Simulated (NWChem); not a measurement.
Molecule: GeSiNH₇; SMILES N[SiH2][GeH3]

```xyz
10

Si    -0.5882     1.1951    -0.0001
N      0.7363     2.3464    -0.0002
Ge     0.0770    -1.1185     0.0000
H     -1.4170     1.4526    -1.2304
H     -1.4159     1.4525     1.2309
H      1.3344     2.3589    -0.8323
H      1.3312     2.3619     0.8342
H      0.9389    -1.4411    -1.2554
H     -1.1171    -2.1158     0.0151
H      0.9631    -1.4323     1.2408
```
Atoms are numbered in this order, from 1.

The geometry was optimised at PBE-D3(BJ)/def2-SVP. B3LYP is NWChem's, with the RPA form of VWN correlation.

### Question
List the 4 lowest vertical singlet excitations from B3LYP/6-31G* (spherical d), full TDDFT (NWChem).

### Answer
| state | energy (eV) | oscillator strength | leading excitation (squared amplitude) |
|---|---|---|---|
| S1 | 5.65 | 0.021 | HOMO → LUMO (0.98) |
| S2 | 6.71 | 0.012 | HOMO → LUMO+2 (0.98) |
| S3 | 6.93 | 0.332 | HOMO → LUMO+1 (0.91) |
| S4 | 7.62 | 0.127 | HOMO−1 → LUMO (0.88) |
